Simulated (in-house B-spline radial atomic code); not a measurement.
**RPBE excitations of Al IV (Al3+)**

Method: RPBE. Computed with an all-electron radial atomic-structure program (B-spline basis): linear response of the closed shell [He] 2s2 2p6 with the functional's adiabatic kernel; non-relativistic, point nucleus, no spin-orbit coupling, no double excitations, S, P, D and F terms only. Only terms of natural parity with L up to 3 were computed.

Command:
```bash
python run_td.py task.json out
```
Settings (radii: box in bohr, nucleus in fm):
```
Z                        13
electrons                10
configuration            [He] 2s2 2p6
hamiltonian              nr
method                   rpbe,pbe
box_radius               23.08
intervals                51
```

Cost of the run: 0.2 s on 1 thread of Arm Neoverse N1 (shared host).

The lowest states, in the order of their Tamm-Dancoff energies; the method's threshold (minus the highest occupied level) is 104.07 eV. Labels give the largest channel, * marks a mixed state, and oscillator strengths are full-response dipole values. Semilocal kernels can invert the small singlet-triplet splittings of Rydberg terms. Energies in eV:

```csv
state,full response,Tamm-Dancoff,oscillator strength
2p → 3s 3P,70.72,70.73,-
2p → 3s 1P,?,?,?
2p → 3p 3S,77.48,77.52,-
2p → 3p 3D,78.09,78.10,-
2p → 3p 1D,78.64,78.64,-
2p → 3p 1S,81.78,82.12,-
2p → 3d 3P,87.26,87.26,-
2p → 3d 3F,87.36,87.37,-
2p → 3d 1F,87.54,87.54,-
2p → 3d 1P,88.21,88.24,0.549
2p → 4s 3P,90.31,90.31,-
2p → 4s 1P,90.48,90.49,0.0312
2p → 4p 3S,92.37,92.37,-
2p → 4p 3D,?,?,-
2p → 4p 1D,92.62,92.62,-
2p → 4p 1S,93.48,93.57,-
2p → 4d 3P,95.32,95.32,-
2p → 4d 3F,95.34,95.34,-
2p → 4d 1F,95.41,95.41,-
2p → 4d 1P,95.67,95.69,0.186
2p → 4f 3D,96.23,96.23,-
2p → 4f 1D,96.24,96.24,-
```

(1) Where does 2p → 3s 1P lie?

(2) Where does 2p → 4p 3D lie?

(3) How large is the singlet-triplet splitting of 2p → 3s (P terms) in Tamm-Dancoff?

(4) What polarisabilities and dispersion coefficient does the method give?

## Answers

(1) At 71.50 eV in full response, 71.52 eV in Tamm-Dancoff, oscillator strength 0.193.

(2) At 92.49 eV in full response, 92.49 eV in Tamm-Dancoff.

(3) 0.788 eV, from the unrounded values.

(4) Dipole 0.2833 bohr³, quadrupole 0.2447 bohr⁵, C6 0.2652 hartree·bohr⁶ for two such species.
